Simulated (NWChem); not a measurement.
System: CH$_{5}$FSSi; SMILES CS[SiH2]F

The following NWChem deck was run.

```
start job
memory heap 200 mb stack 900 mb global 1100 mb
geometry units angstroms noautosym nocenter noautoz
  Si     0.459996     1.038868    -0.161011
  F     -0.664136     1.999875     0.494861
  S      0.394527    -0.957760     0.566677
  C     -1.115077    -1.598507    -0.285558
  H      0.216081     1.043254    -1.625297
  H      1.798121     1.553850     0.210081
  H     -1.131363    -2.677768    -0.121767
  H     -2.019063    -1.158579     0.140006
  H     -1.071491    -1.401850    -1.359585
end
basis spherical
  * library def2-svp
end
dft
  xc pbe0
  iterations 150
end
property
  efieldgrad
end
task dft property
```

Excerpt of the output:

```
             Northwest Computational Chemistry Package (NWChem) 7.3.0
             --------------------------------------------------------

                             Geometry "geometry" -> ""
                             -------------------------

 Output coordinates in angstroms (scale by  1.889725989 to convert to a.u.)

  No.       Tag          Charge          X              Y              Z
 ---- ---------------- ---------- -------------- -------------- --------------
    1 Si                  14.0000     0.45999600     1.03886800    -0.16101100
    2 F                    9.0000    -0.66413600     1.99987500     0.49486100
    3 S                   16.0000     0.39452700    -0.95776000     0.56667700
    4 C                    6.0000    -1.11507700    -1.59850700    -0.28555800
    5 H                    1.0000     0.21608100     1.04325400    -1.62529700
    6 H                    1.0000     1.79812100     1.55385000     0.21008100
    7 H                    1.0000    -1.13136300    -2.67776800    -0.12176700
    8 H                    1.0000    -2.01906300    -1.15857900     0.14000600
    9 H                    1.0000    -1.07149100    -1.40185000    -1.35958500

 Effective nuclear repulsion energy (a.u.)     223.2191036242

                              NWChem Property Module
                              ----------------------

  itol2e modified to match energy
  convergence criterion.

                                 NWChem DFT Module
                                 -----------------

 Summary of "ao basis" -> "ao basis" (spherical)
 ------------------------------------------------------------------------------
       Tag                 Description            Shells   Functions and Types
 ---------------- ------------------------------  ------  ---------------------
 Si                         def2-svp                 8       18   4s3p1d
 F                          def2-svp                 6       14   3s2p1d
 S                          def2-svp                 8       18   4s3p1d
 C                          def2-svp                 6       14   3s2p1d
 H                          def2-svp                 3        5   2s1p

  itol2e modified to match energy
  convergence criterion.

[...]

          -----------------------
          Electric field gradient
          -----------------------

 1 a.u. = 0.324123 10**(16) esu/cm**3  ( or statvolts/cm**2 ) = 0.97174 10**(22) v/m**2

 ------------------------------------------------------------
   Atom      X         Y         Z
 ------------------------------------------------------------
    1 Si   0.86927   1.96318  -0.30427
 ------------------------------------------------------------

 Electric field gradient in molecular frame (a.u.)
         XX             YY             ZZ             XY             XZ             YZ
 ------------------------------------------------------------------------------------------
        0.007495      -0.185743       0.178248       0.253706       0.325435      -0.030857

 Principal components (a.u.) and orientation
 of principal axis w.r.t. absolute frame                      Asymmetry parameter eta
 --------------------------------------------------------------------------------------
        0.458908      -0.444962      -0.013946                       0.939221

        0.648919      -0.642048      -0.408263
        0.220530       0.672265      -0.706701
        0.728197       0.368557       0.577836

 ------------------------------------------------------------
   Atom      X         Y         Z
 ------------------------------------------------------------
    2 F   -1.25504   3.77922   0.93515
 ------------------------------------------------------------

 Electric field gradient in molecular frame (a.u.)
         XX             YY             ZZ             XY             XZ             YZ
 ------------------------------------------------------------------------------------------
       -0.249052      -0.110295       0.359347       0.722444       0.516681      -0.407217

 Principal components (a.u.) and orientation
 of principal axis w.r.t. absolute frame                      Asymmetry parameter eta
 --------------------------------------------------------------------------------------
       -1.184599       0.654860       0.529740                       0.105622

        0.688040       0.511805       0.514448
       -0.611058       0.026233       0.791151
       -0.391419       0.858701      -0.330792

 ------------------------------------------------------------
   Atom      X         Y         Z
 ------------------------------------------------------------
    3 S    0.74555  -1.80990   1.07086
 ------------------------------------------------------------

 Electric field gradient in molecular frame (a.u.)
         XX             YY             ZZ             XY             XZ             YZ
 ------------------------------------------------------------------------------------------
       -0.419110      -0.640104       1.059214      -1.076708      -1.253002       0.075070

 Principal components (a.u.) and orientation
 of principal axis w.r.t. absolute frame                      Asymmetry parameter eta
 --------------------------------------------------------------------------------------
        1.930403      -1.856138      -0.074266                       0.923057

       -0.542470       0.724291       0.425591
        0.250641       0.623080      -0.740912
        0.801814       0.295252       0.519539

 ------------------------------------------------------------
   Atom      X         Y         Z
 ------------------------------------------------------------
    4 C   -2.10719  -3.02074  -0.53963
 ------------------------------------------------------------

[...]
```

Level: PBE0/def2-SVP. All runs use the structure optimised with B3LYP/6-31G* (spherical d). NWChem prints the field gradient with the sign opposite to the second derivative of the potential.
